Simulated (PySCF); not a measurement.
# Structure elucidation problem

Molecular formula: C₁₁H₁₉BClP. Simulated spectra:

$^{1}$H NMR (500 MHz, computed): δ 7.81 (m, 2H), 7.50 (m, 2H), 1.44 (m, 3H), 1.02 (br, 3H), 0.98 (m, 9H).

$^{13}$C{$^{1}$H} NMR (computed): δ 149.1 (C), 140.8 (CH, 2C), 134.0 (CH, 2C), 133.1 (C), 31.1 (C), 25.7 (CH3, 3C), 6.3 (CH3).

PySCF 2.14.0 with density-fitted response routines calculation with PBE0-D3(BJ)/def2-SVP geometry and GIAO PBE0/pcSseg-1 shieldings; no relativistic terms, one conformer, equivalent nuclei averaged, no solvent.

Scale: $^{1}$H, $^{13}$C against TMS (reference shieldings calculated alike).

Q: Deduce the structure.

A: 
7 carbon signals for 11 carbons: some carbons are equivalent by symmetry or fast rotation. Carbon types of the structure: 3 × C, 4 × CH, 4 × CH3, leaving 3 H on heteroatoms. δC 149.1: aromatic carbon bearing chlorine. δC 140.8, 134.0: aromatic CH. δC 133.1: substituted aromatic carbon. δC 25.7: methyl carbon; a saturated carbon with 1 carbon neighbour and no heteroatom attached. δH 7.81, 7.50: hydrogen on an aromatic CH; ring-current deshielding. δH 1.44: hydrogen on a methyl carbon bonded to P. δH 1.02: hydrogen on a boron bonded to P.

Structure: (S)-tert-butyl(4-chlorophenyl)(methyl)phosphine Borane.

The shifts were computed for this structure.

Hydrogens on boron are broadened and split by $^{11}$B (spin 3/2, 80 %) and 10B (spin 3). Carbons that carry Cl, above all several Cl atoms, come out too deshielded, partly because spin–orbit coupling is missing. Splittings by $^{31}$P in the carbon and heteronuclear signals aren't shown, as no couplings were computed. Shifts are as computed. Against solution values, carbons near 30 ppm lie about +2 ppm off and those near 130 ppm about +5 ppm; carbons on Cl a further +5 ppm. Of 1211 compounds with measured shifts, 218 miss one by over three times the rms of a fit or turn the order of signals round; such compounds aren't used in these exercises. No couplings were computed; multiplicities are counted from neighbouring protons, with m where these are inequivalent, close in shift, in a saturated or five-membered ring or joined by F or P, and br s for small geminal =CH2 splittings.
